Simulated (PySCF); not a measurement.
Species: 2-methylpentane-1,5-diol, C6H14O2.
SMILES with atom numbers: `[CH3:1][C@H:2]([CH2:3][OH:4])[CH2:5][CH2:6][CH2:7][OH:8]` (hydrogens: H9, H10, H11 on C1; H12 on C2; H13, H14 on C3; H15 on O4; H16, H17 on C5; H18, H19 on C6; H20, H21 on C7; H22 on O8)

All values: PBE0/pcSseg-1 (PySCF, non-relativistic), on one gas-phase PBE0-D3(BJ)/def2-SVP geometry that isn't relaxed in the solvent. The solvent is an IEF-PCM continuum (cavity from Bondi-type radii × 1.2). The model holds no explicit solvent molecules, cavitation or dispersion.

Gas phase at PBE0/pcSseg-1: HOMO -7.55 eV, LUMO 1.02 eV, dipole 2.31 D.

**Question.** What does the continuum do to the energy, the frontier levels and the dipole at PBE0/pcSseg-1 in chloroform and acetonitrile?

**Answer.** 
```tsv
solvent	ε	E(solvent) − E(gas) (kJ/mol)	polarisation term (kJ/mol)	distortion of the solute (kJ/mol)	HOMO (eV)	LUMO (eV)	dipole (D)
chloroform	4.711	-23.98	-26.02	2.04	-7.49	1.32	2.74
acetonitrile	35.69	-33.89	-38.19	4.30	-7.47	1.43	2.94
```

The first energy column is the sum of the next two and covers electrostatics alone. From chloroform to acetonitrile the lowering changes by a factor 1.41, Onsager's factor (ε − 1)/(2ε + 1) by 1.35 and ε itself by 7.6.

**Question.** Which radius a makes the point-dipole formula ΔE = −[(ε − 1)/(2ε + 1)]·μ²/a³ give the value in acetonitrile, with the gas-phase dipole?

**Answer.** μ = 0.908 au and |ΔE| = 0.01291 Eh give a = 1.66 Å; the farthest nucleus lies 3.49 Å from the centroid of the nuclei, so such a sphere wouldn't even hold the nuclei. The formula assumes a rigid point dipole at the centre of a sphere.

**Question.** Which ESP-fitted charges (PBE0/pcSseg-1) respond most in acetonitrile (means over atoms taken as equivalent)?

**Answer.** 
```tsv
atoms	environment	gas (e)	solvent (e)	change
O8	alcohol oxygen	-0.630	-0.699	-0.069
O4	alcohol oxygen	-0.569	-0.635	-0.066
C1	methyl carbon	-0.467	-0.508	-0.041
H15	hydroxyl hydrogen	+0.368	+0.408	+0.040
H22	hydroxyl hydrogen	+0.405	+0.446	+0.041
C2	sp3 CH carbon	+0.235	+0.270	+0.035
```

**Question.** How do the nuclear quadrupole coupling constants eQVzz/h respond in acetonitrile?

**Answer.** 
```tsv
nucleus	Q (barn)	gas (MHz)	solvent (MHz)	η gas	η solvent
17O at O4	-0.0256	11.60	11.21	0.90	0.91
17O at O8	-0.0256	11.82	11.42	0.90	0.92
```
